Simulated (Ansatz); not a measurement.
Consider the isomerisation: `F[C@H](Cl)[Si@@H]1CO1` → `FC1(CCl)O[SiH2]1`.

Computed with Ansatz on PBE0-D4/def2-TZVP structures; ΔE is electronic, products minus reactants. CBS: MP2 limit from def2 TZ/QZ plus the TZ coupled-cluster correction, frozen cores. Functionals use def2-TZVPP. One conformer a species, not always the lowest.

| level | ΔE (kcal/mol) |
| --- | --- |
| PBE-D4 | -5.1 |
| ωB97M-V | -5.5 |

**Question.** What does CCSD(T)/CBS give? (Estimate.)

**Answer.** Ansatz gave: -5.6 kcal/mol. The listed levels differ from it by 0.5, 0.1 kcal/mol.

Largest T1 diagnostic among the species: 0.013.

From PBE to PBE0 (25 % exact exchange), in def2-TZVPP and without D4, ΔE moves by −0.8 kcal/mol. In def2-TZVPP, CCSD(T) changes the Hartree–Fock value by +1.2 kcal/mol (the triples alone add +0.1 kcal/mol) and MP2 by +1.1 kcal/mol.
